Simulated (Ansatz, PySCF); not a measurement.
Gas-phase reaction in SMILES: C[SiH](C)[SiH2]Cl -> [CH2][SiH](C)[SiH2]Cl + H atom (the C-H bond at the site shown breaks; other sites are not compared here)
Each molecule is optimised on its own at B3LYP-D3(BJ)/def2-TZVP (Ansatz, a quantum-chemistry and plane-wave program), one conformer each, not searched for the lowest. Frequencies are from Ansatz or PySCF.

Property: bond dissociation energy (enthalpy at 298 K, with B3LYP-D3(BJ) rigid-rotor harmonic-oscillator terms), in kcal/mol. Valence correlation only, unless marked. UHF or UKS for open shells. No spin-orbit coupling. Non-relativistic unless marked X2C. CBS marks a two-point X^-3 extrapolation of the correlation energy; Hartree-Fock from the larger set.

```
level              program  bond dissociation energy (kcal/mol)
-----------------  -------  -----------------------------------
r2SCAN/def2-TZVPD   Ansatz                                 95.3
```

Q: Estimate the value at CCSD(T)/CBS(cc-pV(T+d)Z,cc-pV(Q+d)Z) as computed with Ansatz.

A: 100.8 kcal/mol, so r2SCAN/def2-TZVPD differs from it by -5.5 kcal/mol.
